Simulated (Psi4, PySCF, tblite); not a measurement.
Intermolecular potential of F4Si ··· Li+ (SMILES F[Si](F)(F)F and [Li+]) (charge +1), singlet. Monomers: optimised at B3LYP-D3(BJ) (def2-TZVP), held rigid. Orientation: lowest of the rigid-body minima from ten starts at GFN2-xTB (searched outside a hard wall at short contacts). Only R, the distance of the centres of mass, is varied, so the lowest point isn't the relaxed dimer. The shortest distances reach bonding range, where SAPT0 and rigid monomers are unreliable.

Methods: GFN2-xTB (tblite); RMP2/6-31G* = PySCF 2.14.0 with restricted MP2 (frozen core)/6-31G*, spherical d, no counterpoise correction; SAPT0/jun-cc-pVDZ, all electrons correlated (Psi4).

Interaction energies in kcal/mol:

```csv
R / Å,GFN2-xTB,RMP2/6-31G*
3.13,-18.78,-9.14
3.35,-21.74,-16.41
3.56,-20.68,-16.18
3.79,-18.91,-13.81
4.06,-17.26,-10.72
4.31,-15.07,-8.26
4.87,-9.98,-4.46
5.52,-5.81,-2.29
6.56,-2.53,-1.02
7.87,-1.18,-0.40
```

**Question.** What does SAPT0/jun-cc-pVDZ give at the same points?

**Answer.** 3.13: -5.98; 3.35: -12.65; 3.56: -12.59; 3.79: -10.68; 4.06: -8.27; 4.31: -6.38; 4.87: -3.62; 5.52: -2.04; 6.56: -0.96; 7.87: -0.45 (kcal/mol).
